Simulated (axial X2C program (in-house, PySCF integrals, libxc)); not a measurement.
## AlPd: from Re and ωe to a spectrum

A bond curve at the PBE0 level, with spin–orbit coupling, was computed with an in-house relativistic program for diatomic molecules (basis Pd dyall-cv3z [12s12p8d5f3g], Al dyall-v3z [8s8p2d1f] (cores contracted in-house)) for the state Ω = 1/2 (⟨Sz⟩ = 0.50, ⟨Lz⟩ = 0.00 at PBE0). Its fit gives Re = 2.2232 Å, ωe = 370.2 cm⁻¹, ωexe = 1.62 cm⁻¹ and αe = 9.390e-04 cm⁻¹; the masses are 105.9035 and 26.9815 u. Two-component means X2C with spin–orbit coupling and atomic mean-field Coulomb and Gaunt terms.

(1) Find the reduced mass, Be and the force constant.

(2) A Morse curve ties αe to the other constants (Pekeris). How well does that hold?

(3) The dipole moment p changes by 0.91 D/Å at Re. What harmonic infrared intensity follows?

(4) Estimate De from a Morse curve and compare with the computed well depth of 2.696 eV to Pd + Al.

(5) Estimate the centrifugal constant by the Kratzer relation.

One determinant describes the state; a PBE0 search over occupations chose it and may have missed a lower one. De is counted from the lowest determinant-based energies of the atoms at the same level, without counterpoise correction. Density functionals use the spin component along the axis (collinear). In 2c an atomic determinant is not the ground J level, so De misses part of the atomic spin–orbit lowering. This holds for PBE0. The functionals have no current-density term, which raises determinants with orbital currents, atoms included.

Answers

(1) From the PBE0 values: μ = 21.5031 u. Be = 16.8576/(μ Re²) = 0.1586 cm⁻¹. k = 5.8918×10⁻⁷ μ ωe² = 1.74 mdyn/Å.

(2) αe(Morse) = 6Be²/ωe × (√(ωexe/Be) − 1) = 8.954e-04 cm⁻¹; the PBE0 curve gives 9.390e-04 cm⁻¹, a ratio of 0.95.

(3) I = 42.256 × (dp/dR)²/μ = 1.6 km/mol.

(4) De(Morse) = ωe²/(4ωexe) = 2.622 eV against 2.696 eV computed, a ratio of 0.97. For De the Morse form works well here.

(5) D = 4Be³/ωe² = 1.16e-07 cm⁻¹.
